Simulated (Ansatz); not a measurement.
`N=C([SiH3])S` + `O[Si](Cl)(Cl)Cl` → `[SiH3]O[Si](Cl)(Cl)Cl` + `N=CS`  (ligand exchange at the Si–C bond)

Gas-phase electronic energies from Ansatz, PBE0-D4/def2-TZVP geometries. CCSD(T)/CBS is the MP2 limit (def2-TZVPP, def2-QZVPP) plus CCSD(T) − MP2 in def2-TZVPP, frozen cores. This one scheme is used for every species. Functionals use def2-TZVPP. B3LYP here is the variant with VWN-RPA as its local correlation; programs differ in this. Each species was taken in one conformer, which may not be the lowest.

| level | ΔE (kJ/mol) | difference from CCSD(T)/CBS |
| --- | --- | --- |
| PBE0-D4 | -106.3 | 7.1 |
| ωB97X-V | -116.0 | -2.6 |
| ωB97M-V | -114.4 | -1.0 |
| B2PLYP | -117.4 | -4.0 |
| r2SCAN | -108.9 | 4.5 |
| B3LYP | -116.3 | -2.9 |
| HF/def2-TZVPP | -141.3 | -27.9 |
| MP2/def2-TZVPP | -116.3 | -2.9 |
| CCSD/def2-TZVPP | -119.7 | -6.3 |
| SCS-MP2/def2-QZVPP | -120.8 | -7.4 |
| CCSD(T)/CBS | -113.4 | 0 |

Largest T1 diagnostic among the species: 0.014.

In def2-TZVPP, CCSD(T) changes the Hartree–Fock value by +26.8 kJ/mol (the triples alone add +5.2 kJ/mol) and MP2 by +25.0 kJ/mol. From PBE to PBE0 (25 % exact exchange), in def2-TZVPP and without D4, ΔE moves by −9.5 kJ/mol.
